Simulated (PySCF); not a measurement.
C₄H₁₀O₂Sb (SMILES CC[O][Sb][O]CC), doublet, geometry from GFN2-xTB (the spin is typed, not shown lowest) (all electrons, no relativity); X3LYP/STO-3G run with PySCF.

Input for PySCF:
```python
from pyscf import gto, scf, dft

mol = gto.Mole()
mol.atom = '''
    Sb    0.019032    0.851419    0.065224
    O    -1.821430    0.109785    0.234539
    C    -2.031329   -1.215732    0.628883
    C    -1.747946   -1.436298    2.108001
    H    -3.086613   -1.416770    0.412958
    H    -1.416156   -1.893987    0.030699
    H    -2.321302   -0.732635    2.706809
    H    -2.012376   -2.451229    2.392482
    H    -0.687527   -1.276462    2.297460
    O     0.784436   -0.969131   -0.403846
    C     2.098989   -1.127326   -0.834804
    C     2.409173   -0.402538   -2.137708
    H     2.806077   -0.806394   -0.057459
    H     2.225358   -2.207407   -0.978168
    H     2.355708    0.674787   -1.985429
    H     3.406345   -0.663799   -2.481660
    H     1.682474   -0.682349   -2.895914
'''
mol.basis = 'sto-3g'
mol.charge = 0
mol.spin = 1
mol.verbose = 4
mol.build()

mf = dft.UKS(mol)
mf.xc = 'x3lyp'
mf.kernel()
mf.analyze()
```

Problem. Predict the main parts of the log of this PySCF run.

Solution. 
```
PySCF version 2.14.0

[INPUT] verbose = 4
[INPUT] num. atoms = 17
[INPUT] num. electrons = 101
[INPUT] charge = 0
[INPUT] spin (= nelec alpha-beta = 2S) = 1
[INPUT] symmetry False subgroup None
[INPUT] Mole.unit = angstrom
[INPUT] Symbol           X                Y                Z      unit          X                Y                Z       unit  Magmom
[...]
nuclear repulsion = 715.828225013288
number of shells = 39
number of NR pGTOs = 201
number of NR cGTOs = 67
basis = sto-3g
ecp = {}

******** <class 'pyscf.dft.uks.UKS'> ********
method = UKS
initial guess = minao
damping factor = 0
level_shift factor = 0
DIIS = <class 'pyscf.scf.diis.CDIIS'>
diis_start_cycle = 1
diis_space = 8
diis_damp = 0
SCF conv_tol = 1e-09
SCF conv_tol_grad = None
SCF max_cycles = 50
direct_scf = True
direct_scf_tol = 1e-13
number electrons alpha = 51  beta = 50
XC library pyscf.dft.libxc version 7.1.2
    S. Lehtola, C. Steigemann, M. J. T. Oliveira, and M. A. L. Marques,  SoftwareX 7, 1–5 (2018)
XC functionals = x3lyp
    X. Xu and W. A. Goddard,  Proc. Natl. Acad. Sci. U. S. A. 101, 2673 (2004)
radial grids:
    Treutler-Ahlrichs [JCP 102, 346 (1995); DOI:10.1063/1.469408] (M4) radial grids

becke partition: Becke, JCP 88, 2547 (1988); DOI:10.1063/1.454033
pruning grids: <function nwchem_prune>
grids dens level: 3
symmetrized grids: False
atomic radii adjust function: <function treutler_atomic_radii_adjust>
small_rho_cutoff = 0
Set gradient conv threshold to 3.16228e-05
tot grids = 204680
init E= -6540.54009762956

cycle= 1 E= -6557.85756914128  delta_E= -17.3  |g|= 0.458  |ddm|= 3.65
cycle= 2 E= -6557.82737555127  delta_E= 0.0302  |g|= 0.568  |ddm|= 1.42
cycle= 3 E= -6558.01865672903  delta_E= -0.191  |g|= 0.141  |ddm|= 1.01
cycle= 4 E= -6558.03405883296  delta_E= -0.0154  |g|= 0.0559  |ddm|= 0.338
cycle= 5 E= -6558.03568187387  delta_E= -0.00162  |g|= 0.0305  |ddm|= 0.129
cycle= 6 E= -6558.03638753829  delta_E= -0.000706  |g|= 0.00534  |ddm|= 0.0574
cycle= 7 E= -6558.03640964803  delta_E= -2.21e-05  |g|= 0.000919  |ddm|= 0.00961
cycle= 8 E= -6558.03641105538  delta_E= -1.41e-06  |g|= 0.000334  |ddm|= 0.00356
cycle= 9 E= -6558.03641123685  delta_E= -1.81e-07  |g|= 6.74e-05  |ddm|= 0.00148
cycle= 10 E= -6558.03641124395  delta_E= -7.1e-09  |g|= 3.52e-05  |ddm|= 0.000279
cycle= 11 E= -6558.03641124565  delta_E= -1.7e-09  |g|= 9.91e-06  |ddm|= 0.000107
cycle= 12 E= -6558.03641124593  delta_E= -2.75e-10  |g|= 1.69e-06  |ddm|= 6.36e-05
[...]
converged SCF energy = -6558.03641124587  <S^2> = 0.75111617  2S+1 = 2.0011159
Total Energy =                       -6558.036411245869203
[...]
spin_pop of  10 C 1s        0.00000
spin_pop of  10 C 2s       -0.00110
spin_pop of  10 C 2px      -0.00320
spin_pop of  10 C 2py      -0.00048
spin_pop of  10 C 2pz      -0.00216
spin_pop of  11 C 1s       -0.00000
spin_pop of  11 C 2s        0.00038
spin_pop of  11 C 2px       0.00045
spin_pop of  11 C 2py       0.00344
spin_pop of  11 C 2pz       0.00314
spin_pop of  12 H 1s        0.00621
spin_pop of  13 H 1s       -0.00061
spin_pop of  14 H 1s       -0.00049
spin_pop of  15 H 1s       -0.00041
spin_pop of  16 H 1s       -0.00032
 ** Mulliken Spin Density (per atom)  **
spin density of  0 Sb =      0.70266
spin density of  1 O =      0.14578
spin density of  2 C =     -0.00394
spin density of  3 C =      0.01168
spin density of  4 H =      0.00003
spin density of  5 H =      0.00171
spin density of  6 H =     -0.00042
spin density of  7 H =     -0.00061
spin density of  8 H =     -0.00096
spin density of  9 O =      0.13923
spin density of  10 C =     -0.00695
spin density of  11 C =      0.00741
spin density of  12 H =      0.00621
spin density of  13 H =     -0.00061
spin density of  14 H =     -0.00049
spin density of  15 H =     -0.00041
spin density of  16 H =     -0.00032
 ** Mulliken pop alpha/beta on meta-lowdin orthogonal AOs **
 ** Mulliken pop       alpha | beta **
In total            51.00000 | 50.00000
 ** Mulliken atomic charges   ( Nelec_alpha | Nelec_beta ) **
charge of  0Sb =      0.32457  (    25.68905     24.98638 )
charge of  1O =     -0.23410  (     4.18994      4.04416 )
charge of  2C =      0.00199  (     2.99703      3.00097 )
charge of  3C =     -0.15290  (     3.08229      3.07061 )
charge of  4H =      0.04169  (     0.47917      0.47914 )
charge of  5H =      0.03771  (     0.48200      0.48029 )
charge of  6H =      0.05041  (     0.47458      0.47500 )
charge of  7H =      0.05171  (     0.47384      0.47445 )
charge of  8H =      0.04541  (     0.47682      0.47778 )
charge of  9O =     -0.23931  (     4.18927      4.05004 )
charge of  10C =      0.00741  (     2.99282      2.99977 )
charge of  11C =     -0.15512  (     3.08126      3.07385 )
charge of  12H =      0.02885  (     0.48868      0.48247 )
charge of  13H =      0.04148  (     0.47895      0.47957 )
charge of  14H =      0.04718  (     0.47616      0.47665 )
charge of  15H =      0.05216  (     0.47372      0.47413 )
charge of  16H =      0.05083  (     0.47442      0.47474 )
Dipole moment(X, Y, Z, Debye):  1.00540, -0.81333,  0.03008
```
